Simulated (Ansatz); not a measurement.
C3H7Sb (`C[CH]1[CH2][SbH]1`). Charge 0, multiplicity 1. Sb takes the def2 core potential. The structure was optimised at the PBE0-D4/def2-TZVP level.

```xyz
11

C    -0.883   -0.894    0.793
C    -0.224   -0.131   -0.320
C     1.199    0.188   -0.235
Sb    0.037    2.049   -0.020
H    -1.969   -0.793    0.764
H    -0.638   -1.961    0.722
H    -0.542   -0.548    1.773
H    -0.608   -0.330   -1.315
H     1.725   -0.079    0.676
H     1.806    0.165   -1.131
H     0.098    2.333   -1.708
```

(1) What is the dipole moment at r2SCAN/def2-TZVPP? (An estimate is asked.)

(2) And with PBE, B3LYP, ωB97M-V? (Estimate.)

(3) Give the Mulliken charges with r2SCAN, B3LYP, PBE in def2-TZVPP. (An estimate is asked.)

Results:

(1) Ansatz gave: 1.23 D, with components (0.01, -1.23, 0.12) D in this frame, pointing from negative to positive charge.

(2) Computed: PBE 1.09 D, B3LYP 1.12 D, ωB97M-V 1.15 D.

(3) Computed: 
```json
{"atom": "C1", "r2SCAN": "-0.13", "B3LYP": "-0.23", "PBE": "-0.24"}
{"atom": "C2", "r2SCAN": "-0.10", "B3LYP": "-0.17", "PBE": "-0.16"}
{"atom": "C3", "r2SCAN": "-0.31", "B3LYP": "-0.37", "PBE": "-0.33"}
{"atom": "Sb4", "r2SCAN": "0.24", "B3LYP": "0.30", "PBE": "0.24"}
{"atom": "H5", "r2SCAN": "0.06", "B3LYP": "0.09", "PBE": "0.09"}
{"atom": "H6", "r2SCAN": "0.05", "B3LYP": "0.08", "PBE": "0.08"}
{"atom": "H7", "r2SCAN": "0.03", "B3LYP": "0.07", "PBE": "0.07"}
{"atom": "H8", "r2SCAN": "0.09", "B3LYP": "0.12", "PBE": "0.12"}
{"atom": "H9", "r2SCAN": "0.10", "B3LYP": "0.12", "PBE": "0.11"}
{"atom": "H10", "r2SCAN": "0.10", "B3LYP": "0.13", "PBE": "0.12"}
{"atom": "H11", "r2SCAN": "-0.13", "B3LYP": "-0.13", "PBE": "-0.11"}
```

B3LYP here is the variant with VWN-RPA as its local correlation; programs differ in this.
